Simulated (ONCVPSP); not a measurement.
O: variants of one ONCV potential

Base potential:

```
Element                 : O (Z = 8)
Generator               : ONCVPSP 4.0.1
Type                    : optimised norm-conserving Vanderbilt (ONCV)
Functional              : PBE
Relativity              : fully relativistic
Frozen core             : [He]
Valence charge          : 6
Reference configuration : 2s2 2p4
Partial waves           : 2s: rc 0.80 bohr, ncon 3, nbas 6, qcut 7.7 1/bohr, 3 projectors, debl 2.1 Ha; 2p: rc 1.40 bohr, ncon 5, nbas 8, qcut 11.7 1/bohr, 1 projector
Local potential         : polynomial inside 0.80 bohr (lpopt 5, dvloc0 0 Ha)
Core correction         : none
```

Open shells are filled in proportion to 2j + 1.

All-electron outer shells of the reference configuration (PBE, scalar-relativistic, ld1.x):

| shell | level (eV) | outermost node (bohr) | outermost maximum (bohr) |
| --- | --- | --- | --- |
| 1s | -514.70 | – | 0.13 |
| 2s | -23.96 | 0.28 | 0.87 |
| 2p | -9.03 | – | 0.82 |

Cutoffs, loose and tight: the cutoffs (Ha) at which the residual kinetic energy of the hardest occupied pseudo-wave falls to 1 and 0.1 mHa per electron. They do not see the model core or the augmentation charge, which bear on the density cutoff. Test errors are all-electron minus pseudo excitation energies from the reference, over the configurations 2s2 2p3; 2s2 2p2; 2s2 2p1; 2s1 2p5. A dash means not determined; rows that change the core or the reference have their own tests.

A true bound ghost makes a file unfit for plane-wave use even where its test errors are small: the radial tests pick states by their node count and pass the ghost by.

```tsv
change	outcome	cutoff, loose	cutoff, tight	bound ghosts	GHOST(+) flags above zero	largest test error (meV)
base	generated	64 Ha	144 Ha	s	none	+359
reference 2s2 2p3.75	generated	65 Ha	144 Ha	s	none	+66
core correction polynomial model core, fcfact 0.7	generated	64 Ha	144 Ha	s	none	+335
non-relativistic	generated	63 Ha	143 Ha	s	none	+354
p: rc 1.5	generated	64 Ha	144 Ha	s	none	+449
p: rc 1.28	generated	64 Ha	144 Ha	s	none	+280
```
